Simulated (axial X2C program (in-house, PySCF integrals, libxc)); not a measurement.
# Worked dissociation energy of SrSi⁻: HF, spin-free

Calculated with an in-house relativistic program for diatomic molecules. Spin-free means the one-electron spin-free X2C Hamiltonian. Basis: Sr dyall-acv3z [14s13p9d6f1g], Si dyall-av3z [9s8p3d2f] (cores contracted in-house); Gaussian nuclei, density fitting, unrestricted open shells. Masses: Sr 87.906 u, Si 27.977 u.

Molecular state: M_S = 3/2, Λ = 0 (beyond evenly filled blocks: σα, π+α, π-α).

| Property | Result |
| --- | --- |
| E(Sr) (2M_S = 0, M_L = 0) | -3177.354996 hartree |
| E(Si-) (2M_S = 3, M_L = 0) | -289.494139 hartree |
| E(SrSi⁻) at Re | -3466.885417 hartree |
| ωe | 150.0 cm⁻¹ |

(1) Work out De and D0.

One determinant describes the state; a PBE0 search over occupations chose it and may have missed a lower one. Dissociation energies refer to the lowest single-determinant-based atoms at the same level and basis. PBE0 can misorder states that lie within some tenths of an eV, so this need not be the ground state of the molecule. The nearest other spin-free determinant of the search, M_S = 1/2, Λ = 0, lies 0.28 eV up at the distance of the search. Hartree–Fock gets electron affinities wrong, so its lowest charge split need not be the true one.

Hartree–Fock lacks correlation and underbinds, often by eV.

Each atomic determinant is the lowest at this level and need not be a pure term. Totals compare only within one Hamiltonian and basis.

Answers

(1) De = -3177.354996 + (-289.494139) − (-3466.885417) = 0.03628 hartree = 0.987 eV. The zero-point energy is ωe/2 = 75 cm⁻¹ = 0.009 eV, so D0 = 0.978 eV.
